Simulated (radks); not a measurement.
Results of a calculation; reference values are marked as such.
Problem. These are the eigenvalues of the occupied orbitals of an atom or ion with whole-number occupations (eV). Level of theory: scalar-relativistic Kohn-Sham, PBE, spin-unpolarised, spherical densities, point nucleus (a radial shooting solver on a logarithmic mesh with Libxc functionals).

1s: -26552.20
2s: -4931.790
2p: -4554.647
3s: -1706.760
3p: -1584.438
3d: -1415.236

Which element is it, and in what charge state? The configuration may be excited.

Solution. Z = 47, silver, charge +27: Ag27+ in [Ar] 3d2. The list shows which subshells hold electrons but not how many an open one holds; the 1s level, -975.78 hartree, gives Z - s = 44.2 by -(Z - s)^2/2, which with screening and relativity narrows Z to a few neighbours, and the depths of the outer levels then fix element, charge and occupations together.
